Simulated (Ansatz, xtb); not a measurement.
## A geometry optimisation of BrGaH4Si with r2SCAN-D4/def2-SVP

The starting geometry of this gas-phase singlet has its atoms placed at random.

```xyz
7

Br    1.4421   -1.2197   -0.0676
Ga   -1.3690    0.9747    0.2542
Si   -1.7926   -0.9305   -0.3699
H     1.4960   -0.0152   -1.7156
H     0.0830   -1.4143   -1.1340
H    -1.5020    0.0366   -1.5577
H    -0.2608    1.4998   -0.2508
```

Task: Guess where an optimisation with r2SCAN-D4/def2-SVP ends from this start.

Result: It ends as a structure given below by its coordinates. Distances that change by over a tenth: Ga2–Si3 (2.05 → 2.27 Å), Ga2–H7 (1.33 → 1.58 Å). Contacts that open: Br1–H5 (1.74 → 3.61 Å). Contacts that close: Br1–H4 (2.04 → 1.43 Å), Si3–H5 (2.08 → 1.61 Å).

The energy falls by 6.88 eV over 32 steps:

| step | E − E(last) (eV) |
| --- | --- |
| 1 | 6.883 |
| 4 | 1.597 |
| 8 | 0.130 |
| 11 | 0.078 |
| 15 | 0.033 |
| 18 | 0.022 |
| 22 | 0.011 |
| 25 | 0.005 |
| 29 | 0.001 |
| 32 | 0.000 |

Final geometry (Å):

```yaml
atoms:
  - { symbol: Br, position_ang: [2.1206, -0.9757, -0.2301] }
  - { symbol: Ga, position_ang: [-0.7009, 0.3832, -0.2838] }
  - { symbol: Si, position_ang: [-2.2296, -1.2976, -0.3655] }
  - { symbol: H, position_ang: [2.8498, 0.1150, -0.7882] }
  - { symbol: H, position_ang: [-1.2173, -1.0563, -1.5964] }
  - { symbol: H, position_ang: [-2.8142, 0.0942, -0.8191] }
  - { symbol: H, position_ang: [0.0882, 1.6687, -0.7584] }
```

From the same start GFN2-xTB ends elsewhere, in pieces: BrGaH2Si + H2.

From so rough a start the end depends on the optimiser's path, so another program may land elsewhere. The end wasn't checked by frequencies. Run with Ansatz 0.2.0, 65 s on 2 threads of Intel(R) Xeon(R) 6975P-C (Granite Rapids), on a shared host.
